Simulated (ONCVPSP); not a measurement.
**C: one change to an ONCV potential, before and after**

```
Element                 : carbon
Generator               : ONCVPSP 4.0.1
Type                    : optimised norm-conserving Vanderbilt (ONCV)
Functional              : LDA (Perdew-Zunger)
Relativity              : scalar-relativistic
Frozen core             : [He]
Valence charge          : 4
Reference configuration : 2s2 (charge +2)
Partial waves           : 2s: rc 1.05 bohr, ncon 4, nbas 8, qcut 5.2 1/bohr, 2 projectors, debl 1.3 Ha; p scattering state at 0.03 Ha: rc 0.90 bohr, ncon 4, nbas 8, qcut 8.9 1/bohr, 2 projectors, debl 0.8 Ha; d scattering state at 0.47 Ha: rc 0.80 bohr, ncon 3, nbas 7, qcut 10 1/bohr, 2 projectors, debl 0.5 Ha
Local potential         : polynomial inside 0.55 bohr (lpopt 5, dvloc0 1 Ha)
Core correction         : none
```

In the s channel the program set the typed energies aside and used -1.476, 0.250 Ha. In the p channel the program set the typed energies aside and used 0.050, 0.850 Ha.

All-electron outer shells of the reference configuration (LDA (Perdew-Zunger), scalar-relativistic, ld1.x):

```tsv
shell	level (eV)	outermost node (bohr)	outermost maximum (bohr)
1s	-305.96	–	0.18
2s	-40.17	0.38	1.13
```

Change: s: qcut 5.6; p: qcut 9.6; d: qcut 10.8.

Cutoffs: the cutoffs (Ha) at which the residual kinetic energy of the hardest occupied pseudo-wave falls to 1 and 0.1 mHa per electron; they do not see the model core or the augmentation charge, which bear on the density cutoff. Errors are all-electron minus pseudo energies relative to the spin-unpolarised reference configuration.

Predict the effect on cutoff, ghosts and configuration errors.

The potential gets softer (64 Ha and 146 Ha → 37 Ha and 139 Ha); the errors of the 4 common tests hardly move; neither file shows a bound ghost.

```csv
quantity,base,changed
"cutoff, loose",64 Ha,37 Ha
"cutoff, tight",146 Ha,139 Ha
bound ghosts,none,none
GHOST(+) flags under 300 eV,none,none
"error for 2s2 2p2, meV [ΔE -35.25 eV]",+116,+114
"error for 2s2 2p1, meV [ΔE -24.26 eV]",+60,+59
"error for 2s1, meV [ΔE 47.97 eV]",+83,+84
"error for 2s1 2p2, meV [ΔE -15.76 eV]",+116,+113
s: phases at 1.06 bohr within 0.05 rad from the reference energy up to (Ha; the scan ends near 5),to the end of the scan,to the end of the scan
p: phases at 0.91 bohr within 0.05 rad from the reference energy up to (Ha; the scan ends near 5),to the end of the scan,to the end of the scan
d: phases at 0.81 bohr within 0.05 rad from the reference energy up to (Ha; the scan ends near 5),to the end of the scan,to the end of the scan
```
